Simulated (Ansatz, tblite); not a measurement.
Cost and result up the ladder for Cu(NH3)(OH) (CuNOH₄) (7 atoms). Total charge 0; singlet. Geometry: r2SCAN-D4/def2-TZVP.

```xyz
7

Cu    0.204    0.220   -0.624
N    -0.570   -0.329    1.031
H    -1.561   -0.097    1.062
H    -0.127    0.129    1.825
H    -0.489   -1.333    1.171
O     0.795    0.767   -2.202
H     1.748    0.643   -2.262
```

Ansatz on 4 threads of AMD EPYC 9B14 on a shared host; xTB runs through tblite on one thread. Times are rough, summed over both states, and most runs start from the orbitals of an earlier one. PBE0-D4/def2-TZVP serves as the yardstick here, not as an exact answer. The other state is a triplet.

The xTB rows come from tblite.

xTB has no spin-polarisation term.

| level | functions | wall time |
| --- | --- | --- |
| GFN1-xTB | 25 | 0.006 s |
| GFN2-xTB | 21 | 0.012 s |
| PBE-D4/def2-TZVP | 131 | 3.4 s |
| PBE0-D4/def2-TZVP | 131 | 5.3 s |

Task: Estimate what each level gives for the vertical triplet (eV).

Result: 
| level | vertical triplet (eV) | difference from PBE0-D4/def2-TZVP (eV) |
| --- | --- | --- |
| GFN1-xTB | 5.80 | 2.10 |
| GFN2-xTB | 6.05 | 2.35 |
| PBE-D4/def2-TZVP | 3.60 | -0.10 |
| PBE0-D4/def2-TZVP | 3.70 | 0.00 |
